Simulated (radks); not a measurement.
Q: All-electron atom: the aluminium ion Al9+ in [He] 2s2. Calculated with a radial shooting solver on a logarithmic mesh with Libxc functionals: Dirac Kohn-Sham, LDA (Slater exchange, Perdew-Wang correlation), spin-unpolarised, spherical densities, finite nucleus; Fermi nuclear charge, rms radius 3.061 fm. Some entries of the table are withheld. Estimate them.

| orbital | occ. | eigenvalue (hartree) | r(max) (bohr) |
|---|---|---|---|
| 1s1/2 | 2 | (1) | (2) |
| 2s1/2 | 2 | (3) | 0.4464 |
| 2p1/2 | 0 | -12.96913 | (4) |
| 2p3/2 | 0 | -12.94068 | (5) |
| 3s1/2 | 0 | -5.49371 | (6) |
| 3d3/2 | 0 | (7) | 0.8847 |
| 3d5/2 | 0 | (8) | 0.8852 |

A: 
(1) 1s1/2 eigenvalue (hartree): -68.78044
(2) 1s1/2 r(max) (bohr): 0.07847
(3) 2s1/2 eigenvalue (hartree): -13.86664
(4) 2p1/2 r(max) (bohr): 0.3596
(5) 2p3/2 r(max) (bohr): 0.3607
(6) 3s1/2 r(max) (bohr): 1.187
(7) 3d3/2 eigenvalue (hartree): -5.00254
(8) 3d5/2 eigenvalue (hartree): -5.00069
